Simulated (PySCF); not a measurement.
PySCF 2.14 output of an unrestricted PW91 calculation on a single atom or ion in aug-cc-pwCVQZ, with no relativity, point nucleus:

```
SCF conv_tol = 1e-09
number electrons alpha = 9  beta = 7
    J. P. Perdew. In P. Ziesche and H. Eschrig, editors, Proceedings of the 75. WE-Heraeus-Seminar and 21st Annual International Symposium on Electronic Structure of Solids, 11. Berlin, 1991. Akademie Verlag.
    J. P. Perdew, J. A. Chevary, S. H. Vosko, K. A. Jackson, M. R. Pederson, D. J. Singh, and C. Fiolhais.,  Phys. Rev. B 46, 6671 (1992)
    J. P. Perdew, J. A. Chevary, S. H. Vosko, K. A. Jackson, M. R. Pederson, D. J. Singh, and C. Fiolhais.,  Phys. Rev. B 48, 4978 (1993)
    J. P. Perdew. In P. Ziesche and H. Eschrig, editors, Proceedings of the 75. WE-Heraeus-Seminar and 21st Annual International Symposium on Electronic Structure of Solids, 11. Berlin, 1991. Akademie Verlag.
    J. P. Perdew, J. A. Chevary, S. H. Vosko, K. A. Jackson, M. R. Pederson, D. J. Singh, and C. Fiolhais.,  Phys. Rev. B 46, 6671 (1992)
    J. P. Perdew, J. A. Chevary, S. H. Vosko, K. A. Jackson, M. R. Pederson, D. J. Singh, and C. Fiolhais.,  Phys. Rev. B 48, 4978 (1993)
cycle= 1 E= -398.112373426995  delta_E= -0.0137  |g|= 0.0202  |ddm|= 0.906
cycle= 2 E= -398.112522905741  delta_E= -0.000149  |g|= 0.0139  |ddm|= 0.107
cycle= 3 E= -398.112613456413  delta_E= -9.06e-05  |g|= 0.00324  |ddm|= 0.0632
cycle= 4 E= -398.112615636034  delta_E= -2.18e-06  |g|= 0.000424  |ddm|= 0.00845
cycle= 5 E= -398.112615759461  delta_E= -1.23e-07  |g|= 6.86e-05  |ddm|= 0.00225
cycle= 6 E= -398.112615762386  delta_E= -2.92e-09  |g|= 6.76e-06  |ddm|= 0.000268
cycle= 7 E= -398.112615762416  delta_E= -2.97e-11  |g|= 3.87e-07  |ddm|= 3.02e-05
converged SCF energy = -398.112615762416  <S^2> = 2.004308  2S+1 = 3.0028706
```

The run itself started from symmetry-adapted Hartree-Fock orbitals and held the occupation by maximum overlap, on a logarithmic radial grid, so the iterations belong to that start.

Question: Which element, charge and spin multiplicity is this?

Answer: S (sulfur, neutral), multiplicity 3; the state was [Ne] 3s2 3p4, high-spin 3P determinant.
